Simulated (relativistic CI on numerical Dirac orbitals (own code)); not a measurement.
# Ce³⁺: resonant inelastic scattering at the M4,5 edge

Computed with this model: Dirac-Coulomb-Breit CI, separate exchange-only KLI orbitals for each configuration, a model potential for QED, valence Slater integrals scaled by 0.8, Kramers-Heisenberg scattering through one core-hole configuration in a parametric crystal field; configurations [Xe] 4f → [Ar] 3d9 4s2 4p6 4d10 4f2 5s2 5p6; 10 K; core-hole width 0.9 eV; summed over polarisations. Incident energies are the highest absorption maxima for each field (at most a few, so the weaker spin-orbit partner edge can be absent), on the computed scale of the free ion. Intensities are in per cent of the strongest line above 0.02 eV; levels within 1 cm⁻¹ are merged; final levels count from the ground level, the first row holds all elastic scattering, lines under 0.4 are left out and each table stops after 24 rows. The scale of the Slater integrals is a model choice and moves the terms in proportion.

Field parameters in Wybourne normalisation. The field is a parameter set, without covalency.

S is read from ⟨S²⟩ = S(S + 1).

D3d, B20 = 780, B40 = 280, B43 = -1390, B60 = -330, B63 = -40, B66 = 450 cm⁻¹:

```tsv
Final level (eV)	Degeneracy	Irrep	S	884 eV	884.8 eV	902.2 eV
0.000	2	Γ4	0.50	133.5	235.7	332.7
0.040	2	Γ5+Γ6	0.50	36.2	44.1	100.0
0.076	2	Γ4	0.50	28.8	34.8	79.3
0.267	2	Γ4	0.50	17.2	25.5	7.8
0.287	2	Γ4	0.50	9.8	18.1	8.8
0.326	2	Γ5+Γ6	0.50	4.9	10.1	4.7
0.358	2	Γ4	0.50	2.9	7.4	9.5
```

C2v, B20 = 290, B22 = -40, B40 = 290, B42 = -50, B44 = -260, B60 = -490, B62 = -140, B64 = 440, B66 = 150 cm⁻¹:

| Final level (eV) | Degeneracy | S | 884.8 eV | 900.5 eV | 902.2 eV |
| --- | --- | --- | --- | --- | --- |
| 0.000 | 2 | 0.50 | 425.7 | 131.3 | 563.6 |
| 0.011 | 2 | 0.50 | 92.8 | 40.7 | 217.1 |
| 0.023 | 2 | 0.50 | 48.1 | 15.2 | 100.0 |
| 0.263 | 2 | 0.50 | 36.4 | 0.5 | 15.5 |
| 0.268 | 2 | 0.50 | 36.4 | 0.4 | 13.1 |
| 0.288 | 2 | 0.50 | 15.3 | 0.4 | 12.3 |
| 0.294 | 2 | 0.50 | 10.4 | 0.3 | 10.1 |

C2v, B20 = 150, B22 = -300, B40 = 530, B42 = -420, B44 = 790, B60 = 740, B62 = 70, B64 = -120, B66 = -120 cm⁻¹:

```tsv
Final level (eV)	Degeneracy	S	884.8 eV	900.5 eV	902.2 eV
0.000	2	0.50	168.9	51.3	214.3
0.031	2	0.50	44.9	18.6	100.0
0.049	2	0.50	29.6	12.0	73.6
0.268	2	0.50	15.8	0.2	2.3
0.283	2	0.50	14.2	0.2	5.3
0.298	2	0.50	10.3	0.3	10.6
0.331	2	0.50	5.0	0.2	5.1
```

For the first field the strongest loss at the lowest incident energy is the level at 0.04 eV (S = 0.50, against 0.50 in the thermal ground state).
